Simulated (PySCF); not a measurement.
Delta-SCF ions had no search for a lower state. Excitations are Tamm–Dancoff values on a coarser integration grid. The basis has no diffuse functions, so Rydberg states are missing or too high.

**C₈H₇Ga, SMILES `[CH]1=c2c(=[CH][GaH]1)cccc2` (charge 0, multiplicity 1)**

All values below come from PBE-D3(BJ)/def2-TZVP // PBE-D3(BJ)/def2-SVP (PySCF 2.14.0).

| Property | Value |
|---|---|
| HOMO | -4.72 eV |
| dipole moment | 0.54 D |
| HOMO–LUMO gap | 1.04 eV |
| LUMO | -3.68 eV |
| S1 excitation (TDA) | 1.62 eV |
| S1 oscillator strength | 0.023 |
| T1 excitation (TDA) | 0.71 eV |
| S1–T1 gap (TDA) | 0.90 eV |
| vertical ionisation energy (Delta-SCF) | 7.12 eV |
| adiabatic ionisation energy (no zero-point term) | 7.03 eV |
| hole reorganisation energy (four-point) | 0.218 eV |
| total energy | -60770.44 eV |
| cost | about 9 core-minutes (a rough figure) |

```xyz
16

C      1.6134     1.3245     0.1636
C      0.3741     0.7377     0.1087
C     -0.8835     1.4595     0.2703
C     -2.0879     0.8193     0.2051
C     -2.1660    -0.6167    -0.0284
C     -1.0373    -1.3682    -0.1897
C      0.2922    -0.7694    -0.1365
C      1.4613    -1.4710    -0.2911
Ga     2.9210    -0.1392    -0.1207
H      1.7057     2.4071     0.3385
H     -0.8323     2.5453     0.4467
H     -3.0234     1.3865     0.3289
H     -3.1582    -1.0918    -0.0742
H     -1.1041    -2.4531    -0.3664
H      1.4357    -2.5568    -0.4689
H      4.4893    -0.2139    -0.1859
```
